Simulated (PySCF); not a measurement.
**Se₃⁺, doublet: molecular constants**

These are results of UPBE in PySCF with Se def2-TZVP; no relativity; density-fitted integrals, not measurements.

The structure is a minimum.

```json
{
  "Point group": "C2v",
  "Bond lengths": "Se–Se 2.235 Å (×2)",
  "Bond angles": "Se–Se–Se 97.7°",
  "Heat capacity Cp at 298.15 K": "55.2 J/(mol K)",
  "Principal quadrupole moments (Buckingham, traceless) about the centre of mass": "-9.33, -2.09, 11.42 D Å",
  "Lowest empty level (β)": "-11.15 eV",
  "Rotational constants": "0.1463, 0.03726, 0.0297 cm⁻¹",
  "Principal polarisabilities": "41.1, 60.1, 127.1 bohr³",
  "Enthalpy at 298.15 K above 0 K": "13.94 kJ/mol",
  "Entropy at 298.15 K and 1 bar (electronic part: spin only)": "322.5 J/(mol K)",
  "Highest occupied level (α)": "-12.03 eV",
  "Spin squared ⟨S²⟩": "0.755",
  "Zero-point energy": "4.4 kJ/mol",
  "Rotational symmetry number": "2",
  "Dipole moment about the centre of mass": "0.40 D"
}
```

Harmonic modes (masses in u: Se 79.917):
```tsv
symmetry	ω (cm⁻¹)	IR (km/mol)	μ (u)
a1	105	0.3	79.92
b2	289	0.2	79.92
a1	340	0.0	79.92
```

In C2v the vibrations span 2a1 + b2. Here b1 is antisymmetric to the molecular plane and b2 lies in it.

Charges (e):
| atom | Mulliken | Löwdin | polar tensor | spin (Mulliken) | Mayer order to Se1 |
| --- | --- | --- | --- | --- | --- |
| Se1 | 0.42 | 0.34 | 0.35 | -0.08 | – |
| Se2,3 | 0.29 | 0.33 | 0.32 | 0.54 | 1.59 |
Other Mayer orders above 0.3: Se–Se 0.84.

Mulliken populations on Se1: s 7.92, p 15.42, d 10.22, f 0.02.

Outer orbital energies (eV). α occupied: -23.44, -21.16, -15.72, -15.38, -14.62, -12.67, -12.28, -12.03; empty: -10.94, -8.12, -7.95, -2.20. β occupied: -26.33, -23.05, -20.88, -15.58, -15.13, -14.59, -12.14, -12.07; empty: -11.15, -10.82, -7.90, -7.83.

This need not be the most stable arrangement of these atoms.

The final relaxation and frequency run took 43 s on 4 threads of a shared Intel Xeon 6975P-C (Granite Rapids) host, with 144 basis functions and 10 gradients; the process peaked at 1.1 GiB.
